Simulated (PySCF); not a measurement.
CI₂, SMILES I[C]I (connectivity only; charge and spin as stated), neutral, multiplicity 1. Coordinates come from a B3LYP-D3(BJ)/def2-TZVP optimisation. The def2 effective core potentials stand for the cores of I; spin–orbit coupling is left out.

These are PySCF with B3LYP-D3(BJ)/def2-TZVP values and carry that method's errors.

Harmonic wavenumbers (cm⁻¹): 132, 496, 579. Rotational constants (GHz): 32.13, 0.6493, 0.6364; symmetry number 2.

Work out the zero-point energy and the ideal-gas rigid-rotor harmonic-oscillator thermochemistry at 298.15 K and 1 atm.

ZPE = ½ Σ hcν = ½ × 1207 cm⁻¹ = 7.22 kJ/mol. H − E(el) = 19.96 kJ/mol. Entropy in J/(mol K): translation 178.37, rotation 109.65, vibration 17.04, total 305.06. G − E(el) = -71.00 kJ/mol. Cp = 51.07 J/(mol K). Modes under 150 cm⁻¹ make the vibrational entropy uncertain.
